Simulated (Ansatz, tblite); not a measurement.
Cost and result up the ladder for the cluster Si₂B₈ (the lowest singlet isomer of a short search) (10 atoms). Total charge 0; singlet. Geometry: PBE-D4/def2-SVP.

Cartesian coordinates in Å:
```
B -1.891 -1.487 -0.484
B 0.643 0.509 0.198
B 0.396 0.152 -1.438
B -0.449 -0.173 1.633
B 1.793 1.449 0.840
B -1.591 -1.105 1.005
B 0.801 0.802 1.864
B -0.626 -0.503 -0.258
Si 1.930 1.349 -1.152
Si -1.007 -0.992 -2.208
```

Ansatz on 4 threads of Arm Neoverse V1 on a shared host; xTB runs through tblite on one thread. Times are rough, summed over both states, and most runs start from the orbitals of an earlier one. No level here is sound enough to serve as a yardstick. The other state is a triplet at its own geometry.

The xTB rows come from tblite. HSE06 is defined as in plane-wave codes, on full-range PBE exchange. Correlated methods freeze 18 core orbitals. The rows differ in basis, and correlated rows in double-zeta sets carry the largest basis error. In CCSD on the charge 0 triplet the largest single amplitude is 0.27, so its Hartree–Fock determinant may place the open shell otherwise than the density functionals do. The structure comes from a short search, and lower isomers may exist.

Run but left out: HF/STO-3G (singlet: restricted singlet, unstable in another Hartree–Fock run and untested here); HF/def2-SVP, HF/def2-TZVP (singlet: restricted singlet, unstable towards broken spin symmetry); MP2/def2-SVP, MP2/def2-TZVP (triplet: ⟨S²⟩ 2.46 to 2.47, where a pure state has 2.00).

Correlated methods converge slowly with the basis, most of all in double-zeta sets.

xTB has no spin-polarisation term.

| level | functions | wall time | triplet − singlet (eV) | remarks |
| --- | --- | --- | --- | --- |
| GFN1-xTB | 50 | 0.017 s | -0.03 | – |
| GFN2-xTB | 50 | 0.031 s | 0.77 | – |
| PBE-D4/def2-TZVP (with forces) | 322 | 17 s | 0.88 | restricted SCF unstable in HF (singlet) |
| HSE06-D4/def2-TZVP | 322 | 33 s | 0.81 | restricted SCF unstable in HF (singlet) |
| PBE0-D4/def2-TZVP | 322 | 33 s | 0.80 | restricted SCF unstable in HF (singlet) |
| r2SCAN-D4/def2-TZVP | 322 | 34 s | 0.78 | restricted SCF unstable in HF (singlet) |
| r2SCAN0-D4/def2-TZVP | 322 | 58 s | 0.69 | restricted SCF unstable in HF (singlet) |
| CCSD(T)/def2-SVP | 148 | 2 min | 1.10 | large T1 (0.020) (singlet), large T1 (0.054) (triplet), restricted SCF unstable (singlet), spin-contaminated (⟨S²⟩ 2.46) (triplet) |
